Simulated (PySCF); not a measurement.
Species: MePhSiCl2, C7H8Cl2Si.
Bonds: C1–Si2, Si2–Cl3, Si2–Cl4, Si2–C5, C5–C6 (aromatic), C6–C7 (aromatic), C7–C8 (aromatic), C8–C9 (aromatic), C9–C10 (aromatic), C5–C10 (aromatic). Hydrogens: H11, H12, H13 on C1; H14 on C6; H15 on C7; H16 on C8; H17 on C9; H18 on C10.

The same species was optimised twice, with GFN2-xTB and with PBE0-D3(BJ)/def2-SVP (PySCF), and the same property calculations (PySCF, gas phase) were run on both structures.

```csv
coordinate,GFN2-xTB,PBE0-D3(BJ)/def2-SVP,change
C1–Si2 (Å),1.903,1.856,-0.047
Si2–Cl4 (Å),2.032,2.070,+0.038
Si2–Cl3 (Å),2.035,2.070,+0.035
Si2–C5 (Å),1.892,1.862,-0.030
C9–C10 (Å),1.383,1.394,+0.011
C7–C8 (Å),1.385,1.395,+0.010
C6–C7 (Å),1.382,1.392,+0.010
C5–C6 (Å),1.395,1.404,+0.009
C8–C9 (Å),1.384,1.394,+0.010
C5–C10 (Å),1.393,1.401,+0.008
C1–Si2–C5 (°),112.1,114.5,+2.4
C1–Si2–Cl3 (°),108.9,107.9,-1.0
Cl4–Si2–C5 (°),109.6,108.8,-0.8
C1–Si2–Cl4 (°),109.1,108.5,-0.6
C6–C5–C10 (°),118.1,118.7,+0.6
Si2–C5–C6 (°),119.9,119.3,-0.6
C5–C6–C7 (°),121.1,120.7,-0.4
Cl3–Si2–C5 (°),108.7,108.4,-0.3
C1–Si2–C5–C6 (°),70,70,0
```

Rotational constants: A = 1325, B = 570.8, C = 480.9 MHz (GFN2-xTB) against A = 1304, B = 576.0, C = 478.9 MHz (PBE0-D3(BJ)/def2-SVP). Point groups within 0.08 Å: C1 and C1.

On the GFN2-xTB structure: HOMO (eV) -7.67 [PBE0/pcSseg-1]; LUMO (eV) -0.95 [PBE0/pcSseg-1]; dipole (D) 2.58 [PBE0/pcSseg-1]; GIAO shielding of C1 (ppm) 176.2 [PBE0/pcSseg-1]; GIAO shielding of Si2 (ppm) 320.9 [PBE0/pcSseg-1]; GIAO shielding of Cl3/Cl4 (mean) (ppm) 885.4 [PBE0/pcSseg-1]; GIAO shielding of C5 (ppm) 45.2 [PBE0/pcSseg-1]; GIAO shielding of C6/C10 (mean) (ppm) 48.1 [PBE0/pcSseg-1]; GIAO shielding of C7/C9 (mean) (ppm) 53.6 [PBE0/pcSseg-1]; GIAO shielding of C8 (ppm) 50.1 [PBE0/pcSseg-1].

Question: What do these properties become on the PBE0-D3(BJ)/def2-SVP structure?

Answer: 
| property | level | on GFN2-xTB | on PBE0-D3(BJ)/def2-SVP | change |
| --- | --- | --- | --- | --- |
| HOMO (eV) | PBE0/pcSseg-1 | -7.67 | -7.70 | -0.03 |
| LUMO (eV) | PBE0/pcSseg-1 | -0.95 | -1.09 | -0.14 |
| dipole (D) | PBE0/pcSseg-1 | 2.58 | 2.97 | +0.39 |
| energy, GFN2-xTB geometry as zero (kcal/mol) | PBE0/pcSseg-1 | 0.0 | -1.5 | -1.5 |
| GIAO shielding of C1 (ppm) | PBE0/pcSseg-1 | 176.2 | 175.1 | -1.1 |
| GIAO shielding of Si2 (ppm) | PBE0/pcSseg-1 | 320.9 | 312.6 | -8.3 |
| GIAO shielding of Cl3/Cl4 (mean) (ppm) | PBE0/pcSseg-1 | 885.4 | 876.9 | -8.5 |
| GIAO shielding of C5 (ppm) | PBE0/pcSseg-1 | 45.2 | 46.1 | +0.9 |
| GIAO shielding of C6/C10 (mean) (ppm) | PBE0/pcSseg-1 | 48.1 | 44.9 | -3.2 |
| GIAO shielding of C7/C9 (mean) (ppm) | PBE0/pcSseg-1 | 53.6 | 50.8 | -2.8 |
| GIAO shielding of C8 (ppm) | PBE0/pcSseg-1 | 50.1 | 47.1 | -3.0 |

The heavy atoms differ by 0.025 Å rms after alignment. Among bonds between heavy atoms C1–Si2 changes most (-0.047 Å). Changes are differences of the printed values. Neither structure is proved a minimum here.

Conformer computed: `[CH3:1][Si:2]([Cl:3])([Cl:4])[c:5]1[cH:6][cH:7][cH:8][cH:9][cH:10]1`: C1–Si2–C5–C6 70°.
